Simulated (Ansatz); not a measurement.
A nudged elastic band was laid between two geometries of ClFGeH2 (5 atoms, charge 0, multiplicity 1).

The calculation used RKS PBE/def2-SVP in Ansatz 0.2.0.

```json
{"movable images": "9", "climbing image": "yes", "spring": "5.0 eV/Å²", "optimiser": "quadratic models (default)", "start path": "through a guess of the saddle point", "force threshold": "0.05 eV/Å", "iteration limit": "60", "end points": "relaxed"}
```

Initial state:

```xyz
5
Properties=species:S:1:pos:R:3
Ge 0.186 0.019 0.225
H 0.205 -0.072 1.767
F 1.854 -0.013 -0.313
H -0.469 1.268 -0.403
Cl -0.775 -1.749 -0.568
```

Final state:

```xyz
5
Properties=species:S:1:pos:R:3
Ge -0.652 0.646 0.629
H 1.155 -0.842 0.347
F 1.524 -0.001 0.688
H -0.361 1.215 -0.859
Cl -0.664 -1.564 -0.096
```

**Question.** Which bonds break or form, and what moves?

**Answer.** Bonds broken: Ge1–H2, Ge1–F3. Bonds formed: H2–F3. ClFGeH2 becomes ClGeH + FH.

**Question.** Give the energies along the band, and the barrier.

**Answer.** It converged. The highest image is number 3 of 0 to 10, 50.2 kcal/mol above the first end and 22.8 kcal/mol above the last; the last end lies 27.4 kcal/mol above the first. A vibrational analysis at the climbing image gives one clearly imaginary mode, 1094i cm⁻¹: a first-order saddle point. The orbitals stay closed-shell, which can raise the energy where a bond breaks towards radicals; this wasn't checked here.

| image | path coordinate (Å) | energy (kcal/mol) | Ge1–H2 (Å) | Ge1–F3 (Å) | H2–F3 (Å) |
| --- | --- | --- | --- | --- | --- |
| 0 | 0.00 | 0.0 | 1.54 | 1.75 | 2.65 |
| 1 | 0.43 | 7.1 | 1.53 | 1.76 | 2.25 |
| 2 | 0.85 | 31.5 | 1.54 | 1.84 | 1.77 |
| 3 | 1.28 | 50.2 | 1.64 | 2.03 | 1.32 |
| 4 | 1.66 | 38.5 | 1.95 | 2.27 | 1.00 |
| 5 | 2.04 | 34.2 | 2.41 | 2.40 | 0.94 |
| 6 | 2.42 | 33.4 | 2.73 | 2.40 | 0.94 |
| 7 | 2.80 | 33.0 | 2.77 | 2.40 | 0.94 |
| 8 | 3.18 | 31.6 | 2.71 | 2.40 | 0.94 |
| 9 | 3.57 | 29.2 | 2.56 | 2.36 | 0.95 |
| 10 | 3.95 | 27.4 | 2.36 | 2.27 | 0.98 |

**Question.** What is the geometry of the highest image?

**Answer.** 
```xyz
5
Properties=species:S:1:pos:R:3
Ge -0.263 0.043 0.343
H 0.974 -0.068 1.413
F 1.770 -0.006 0.361
H -0.576 1.214 -0.655
Cl -0.905 -1.730 -0.755
```

**Question.** What are the harmonic wavenumbers there?

**Answer.** 1094i, 133, 407, 451, 569, 622, 738, 1812, 1997 cm⁻¹.

Run time: 3.1 min on 1 thread of Arm Neoverse V1, on a shared host, peak memory 0.13 GiB.
